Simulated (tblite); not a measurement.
Compound: C6H5FNO (doublet state).
Geometry (GFN2-xTB, Å), atoms numbered from 1 in this order:
```
atom  x, y, z in Å
C1     2.1469    0.3030    0.4202
C2     0.9907   -0.4704   -0.1313
O3     1.0682   -1.3436   -0.9558
C4    -0.3519   -0.0689    0.4268
F5    -0.2721    0.6476    1.5919
C6    -1.5349   -0.9911    0.2140
C7    -1.4345    0.2651   -0.5139
C8    -1.9287    1.1797   -1.3566
N9    -2.3460    1.9813   -2.0890
H10    1.9838    1.3677    0.2614
H11    2.2122    0.1396    1.4952
H12    3.0670   -0.0136   -0.0622
H13   -2.2848   -1.0817    0.9904
H14   -1.3167   -1.9151   -0.3131
```

Level: GFN2-xTB in tblite, geometry and Hessian alike; calculated harmonic values, unscaled, isolated species. Errors from tens to a few hundred cm⁻¹ against measured bands are possible. One conformer, not necessarily the lowest. Open shells enter through the occupations alone, without spin polarisation, and single modes of such species can be off by tens of per cent.

Harmonic wavenumbers (cm⁻¹): 47.7, 51.0, 125.7, 128.9, 203.9, 247.1, 304.5, 349.7, 416.2, 427.2, 506.6, 537.3, 581.8, 683.1, 727.0, 837.2, 897.7, 980.9, 986.6, 999.0, 1038.6, 1065.2, 1176.6, 1194.2, 1360.0, 1361.9, 1434.2, 1435.4, 1587.7, 1766.9, 2193.1, 3009.2, 3016.8, 3029.3, 3042.5, 3063.6.

A = 2512, B = 1144, C = 1078 MHz; mass 126.036 u (most abundant isotopes); point group C1, symmetry number 1; spin multiplicity 2.

What is the zero-point energy?

Half the sum of the wavenumbers: 20407 cm⁻¹ = 244.12 kJ/mol.

Entropy at 298.15 K, 1 bar (ideal gas, RRHO, classical rotation)?

Translation 169.18, rotation 121.46, vibration 113.30, spin (R ln 2) 5.76: S = 409.7 J/(mol K).

And Cp and H(298.15 K) − H(0)?

Cp = 144.01 J/(mol K), of which vibrations give 110.75 (their classical limit is 36 R = 299.3); H(298.15 K) − H(0) = 27.29 kJ/mol without the zero-point energy, 17.38 from vibrations.

Blend soft modes into free rotors: weight 1/[1 + (100 cm⁻¹/ν̃)⁴] for the oscillator and the rest for a rotor with moment μB/(μ + B), μ = h/(8π²ν), B = 10⁻⁴⁴ kg m². What vibrational entropy results?

102.36 J/(mol K) in place of 113.30, which changes −T·S at 298.15 K by +3.26 kJ/mol.

What must be added to the electronic energy to get the Gibbs energy at 298.15 K and 1 bar?

ZPE + [H(298.15 K) − H(0)] − T·S = 244.12 + 27.29 − 122.15 = 149.26 kJ/mol.

Which modes carry the vibrational entropy at 298.15 K?

47.7 cm⁻¹: 20.55; 51.0 cm⁻¹: 19.99; 125.7 cm⁻¹: 12.60; 128.9 cm⁻¹: 12.39; 203.9 cm⁻¹: 8.78; 247.1 cm⁻¹: 7.33 J/(mol K); the other 30 give 31.67 together.

How do the functions run with temperature in this model?

```
T (K)  S (J/(mol K))  Cp (J/(mol K))  H − H(0) (kJ/mol)  G − H(0) (kJ/mol)  ln q(vib)
  150          329.6            93.7               9.60             -39.85       3.05
  250          385.7           128.4              20.73             -75.71       5.48
  400          456.3           173.6              43.51            -139.00       8.97
  600          535.5           216.9              82.87            -238.42      13.35
  900          631.7           256.5             154.44            -414.07      19.27
```

q(vib) and H(0) count from the zero-point level.

Hindered rotation and anharmonicity are outside this model. Other conformers, if any are populated, would add a mixing term that is left out. The structure is chiral; the term R ln 2 for an equal mix with its mirror image is left out.

Time: 0.41 s wall. Hardware: one thread, Arm Neoverse V1 (aarch64), shared host. The figure is for the frequency step alone.
